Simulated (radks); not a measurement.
Task: The mercury ion Hg2+, 78 electrons, occupied as [Kr] 4d10 4f14 5s1 5p6 5d10 6p1 (not the ground configuration). Method: scalar-relativistic Kohn-Sham, PBE, spin-unpolarised, spherical densities, point nucleus; computed with a radial shooting solver on a logarithmic mesh with Libxc functionals. Some entries of the table are withheld. Estimate them.

orbital  occ.  eigenvalue (eV)  <r> (bohr)  r(max) (bohr)
1s          2        -83218.71     0.01658        0.01022
2s          2        -14772.95     0.06991        0.05913
2p          6        -12740.66     0.06328        0.04906
3s          2        -3528.065      0.1806         0.1667
3p          6        -2941.026      0.1821         0.1664
3d         10        -2324.128      0.1650         0.1355
4s          2        -798.6382      0.3991         0.3756
4p          6        -606.1978      0.4253         0.3958
4d         10        -378.0333      0.4486         0.4027
5s          1              (1)      0.8960         0.8251
4f         14        -125.0141         (2)         0.3664
5p          6         -93.2762       1.027            (3)
5d         10         -34.4704       1.376          1.135
6s          0         -26.1112         (4)          2.015
6p          1         -16.7738       2.904          2.528
6d          0          -8.1689       4.568          4.045

Result: 
(1) 5s eigenvalue (eV): -145.6447
(2) 4f <r> (bohr): 0.4810
(3) 5p r(max) (bohr): 0.9234
(4) 6s <r> (bohr): 2.283
